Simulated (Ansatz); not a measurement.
Li₂Al₃. Charge 0, multiplicity 2. Geometry B3LYP-D4/def2-TZVP.

Cartesian coordinates in Å:
```
Al 0.212 -2.097 0.151
Al -0.106 -0.360 1.936
Al 0.528 0.597 -0.300
Li -2.151 -0.524 0.197
Li 1.517 2.384 -1.985
```

LC-ωPBE has ω = 0.4 bohr⁻¹. B3LYP takes the VWN-RPA correlation. At r2SCAN-D4/def2-TZVP, LC-ωPBE/def2-TZVP the charge 0 doublet is spin-contaminated (final ⟨S²⟩ up to 0.97, 0.75 for a pure state). Another isomer (quartet) lies 0.07 eV lower at PBE0-D4/def2-TZVP; other spin states weren't run for this one.

(1) Estimate the α-spin orbital energies around the gap (eV) in Ansatz with PBE-D4/def2-TZVP, r2SCAN-D4/def2-TZVP, B3LYP-D4/def2-TZVP, PBE0-D4/def2-TZVP, LC-ωPBE/def2-TZVP.

Answers

(1) 
```
orbital  PBE-D4/def2-TZVP  r2SCAN-D4/def2-TZVP  B3LYP-D4/def2-TZVP  PBE0-D4/def2-TZVP  LC-ωPBE/def2-TZVP
 HOMO−5             -9.62                -9.95              -10.74             -11.07             -14.40
 HOMO−4             -6.49                -6.60               -7.26              -7.46              -9.90
 HOMO−3             -6.01                -6.14               -6.66              -6.88              -9.29
 HOMO−2             -4.10                -4.14               -4.47              -4.68              -6.46
 HOMO−1             -3.73                -3.78               -4.16              -4.34              -6.23
   HOMO             -3.08                -3.23               -3.49              -3.74              -5.73
   LUMO             -2.54                -2.37               -1.96              -1.90              -0.27
 LUMO+1             -2.09                -1.83               -1.74              -1.56              -0.02
 LUMO+2             -1.98                -1.67               -1.45              -1.37               0.28
 LUMO+3             -1.63                -1.44               -1.08              -0.98               0.49
 LUMO+4             -1.43                -0.95               -1.03              -0.88               0.78
 LUMO+5             -0.81                -0.38               -0.31              -0.17               1.54
 β HOMO             -3.62                -3.69               -4.05              -4.20              -6.07
 β LUMO             -2.41                -2.21               -1.90              -1.77              -0.27
```
